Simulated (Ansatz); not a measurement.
Basis-set series for C9H21In, SMILES `C[CH](C)[In]([CH](C)C)[CH](C)C`. Total charge 0; spin multiplicity 1. In takes the def2 core potential. The structure was optimised at the PBE0-D4/def2-TZVP level. It is one conformer, not always the lowest.

| functional | basis | functions | energy (Eh) | HOMO (eV) | LUMO (eV) |
| --- | --- | --- | --- | --- | --- |
| PBE0-D4 | def2-SVP | 257 | -545.02334 | -6.02 | -0.89 |
| PBE0-D4 | def2-QZVPP | 1225 | -545.43677 | -6.05 | -1.01 |
| ωB97M-V | def2-SVP | 257 | -545.14997 | -8.15 | 0.61 |
| ωB97M-V | def2-QZVPP | 1225 | -545.58908 | -8.17 | 0.29 |

Problem. Give the rows for def2-TZVPP. (Estimate.)

Solution. Computed: 
| functional | basis | functions | energy (Eh) | HOMO (eV) | LUMO (eV) |
| --- | --- | --- | --- | --- | --- |
| PBE0-D4 | def2-TZVPP | 623 | -545.41484 | -6.04 | -0.99 |
| ωB97M-V | def2-TZVPP | 623 | -545.56724 | -8.17 | 0.37 |

Positive LUMOs are unbound and depend on the basis.
